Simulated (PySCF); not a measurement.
W(O)(NH)(OMe)(SH) (CH₅NO₂SW), SMILES C[O][W](=[NH])(=[O])[SH], multiplicity 1.

Geometry optimised at B3LYP-D3(BJ)/def2-SVP. The multiplicity is an assumed one; other spin states were not compared. The def2 effective core potentials stand for the cores of W; spin–orbit coupling is left out. One conformer was computed; it need not be the lowest.

The numbers are results of r2SCAN/def2-TZVP run with PySCF, not measurements.

The molecule is in vacuum.

```json
{
 "total_energy": "-711.77488 hartree",
 "highest_occupied_level": "-6.83 eV",
 "lowest_empty_level": "-2.32 eV",
 "orbital_gap": "4.51 eV",
 "dipole_moment": "0.573 e·Å",
 "quadrupole, principal values (traceless, Buckingham form, about the centre of nuclear charge)": "-13.46, 4.88, 8.57 D·Å",
 "mean_static_polarisability": "87.9 bohr³ (13.03 Å³)",
 "polarisability_principal_values": "76.9, 83.4, 103.5 bohr³"
}
```
